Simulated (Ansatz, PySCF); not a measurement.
System: sum formula H$_{2}$BO$_{2}$ (charge 0, doublet). It need not be the lowest isomer of its formula. 
Coordinates optimised at B3LYP-D3(BJ)/def2-TZVP (Ansatz, a quantum-chemistry and plane-wave program):
```xyz
5

B      0.1210     0.4189    -0.0432
O      1.1353    -0.2769     0.4683
O     -1.1068    -0.0579    -0.3885
H      0.3850     1.5866    -0.1900
H     -1.2181    -1.0032    -0.2326
```
Charge 0, spin multiplicity 2.

Property: atomisation energy (electronic, to ground-state atoms), in kJ/mol. Cores are frozen in the correlated levels unless marked. UHF or UKS for open shells. No spin-orbit coupling. No relativistic terms. The coupled-cluster limit lacks core correlation, which all-electron functionals hold. CBS(X,Y): correlation extrapolated as X^-3; Hartree-Fock from the larger set (for Q and 5 zeta extrapolated as (X+1)exp(-9√X)). [CCSD(T)-MP2]/basis is that difference in the basis named.

```json
[
 {"level": "PBE0-D3(BJ)/def2-TZVP", "program": "Ansatz + dftd3", "atomisation energy (kJ/mol)": "1948.7"},
 {"level": "PBE0/def2-TZVP", "program": "Ansatz", "atomisation energy (kJ/mol)": "1944.9"},
 {"level": "M06-2X/def2-TZVPD", "program": "PySCF", "atomisation energy (kJ/mol)": "1962.7"},
 {"level": "CAM-B3LYP-D4/def2-TZVPD", "program": "Ansatz + dftd4", "atomisation energy (kJ/mol)": "1971.0"},
 {"level": "B2PLYP/def2-TZVPD", "program": "Ansatz", "atomisation energy (kJ/mol)": "1932.8"},
 {"level": "RPA@PBE/cc-pVTZ", "program": "Ansatz", "atomisation energy (kJ/mol)": "1793.7"},
 {"level": "CCSD/aug-cc-pVDZ", "program": "Ansatz", "atomisation energy (kJ/mol)": "1773.3"},
 {"level": "CCSD/aug-cc-pVTZ", "program": "Ansatz", "atomisation energy (kJ/mol)": "1863.9"},
 {"level": "RI-MP2/CBS(cc-pVTZ,cc-pVQZ)+[CCSD(T)-MP2]/cc-pVQZ", "program": "Ansatz", "atomisation energy (kJ/mol)": "1941.2"},
 {"level": "CCSD(T)/CBS(cc-pVQZ,cc-pV5Z)", "program": "Ansatz", "atomisation energy (kJ/mol)": "1938.7"}
]
```
